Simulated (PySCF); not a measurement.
All values below come from B3LYP-D3(BJ)/def2-TZVP // PBE0-D3(BJ)/def2-TZVP (PySCF 2.14.0). Gas-phase values, no solvent. One relaxed conformer stands for a flexible species; it need not be the lowest. B3LYP has the VWN-RPA correlation part, as in Gaussian. Excitations are Tamm–Dancoff values on a coarser integration grid. The basis has no diffuse functions, so Rydberg states are missing or too high.

Reference species (SMILES): `SCC#C` (neutral, multiplicity 1).

```yaml
S1 excitation (TDA): 5.30 eV
T1 excitation (TDA): 4.74 eV
```

Changed species: `SC1C=C1` (H–S–C–C torsion 152°).

**Question.** Predict the effect on the S1 excitation (TDA) and T1 excitation (TDA).

**Answer.** the S1 excitation (TDA) drops by 0.57 eV, to 4.73 eV; the T1 excitation (TDA) falls by 0.54 eV, to 4.20 eV.
